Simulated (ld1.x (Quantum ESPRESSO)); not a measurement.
Plane-wave convergence, ultrasoft potential for hydrogen

```
Element                 : hydrogen
Generator               : ld1.x (Quantum ESPRESSO) 7.5
Type                    : ultrasoft
Functional              : PBE
Relativity              : scalar-relativistic
Frozen core             : none
Valence charge          : 1
Reference configuration : 1s1
Partial waves           : 1s (bound): rcut 0.72, rcutus 0.84 bohr; 1s channel at 0.05 Ry: rcut 0.72, rcutus 0.84 bohr
Local potential         : all-electron potential smoothed inside 0.66 bohr (lloc = -1)
Core correction         : none
Augmentation charge     : PSQ, inside the norm-conserving radii
```

The pseudo-atom Hamiltonian at the reference potential is diagonalised in spherical Bessel functions j_l(qr) that vanish at 20 bohr, with q² up to the cutoff. All-electron valence levels (Ry): 1s -0.4772.

How do the lowest levels (Ry) of each channel move with the cutoff, and are there ghosts?

```
cutoff (Ry)     s #1    p #1    p #2    d #1    d #2    f #1  Σ f·Δε (mRy)
          8  -0.4218  0.0294  0.1001  0.0773  0.1847  0.1194          55.4
         12  -0.4457  0.0294  0.1001  0.0773  0.1847  0.1194          31.5
         21  -0.4665  0.0294  0.1000  0.0773  0.1847  0.1194          10.7
         30  -0.4727  0.0294  0.1000  0.0773  0.1847  0.1194           4.5
         45  -0.4763  0.0294  0.1000  0.0773  0.1847  0.1194           0.8
         55  -0.4770  0.0294  0.1000  0.0773  0.1847  0.1194           0.2
        400  -0.4772  0.0294  0.1000  0.0773  0.1847  0.1194           0.0
```

Result: no extra level below or beside the all-electron valence levels (s, p, d, f tested); 10 mRy is reached at 25 Ry and 1 mRy at 45 Ry.
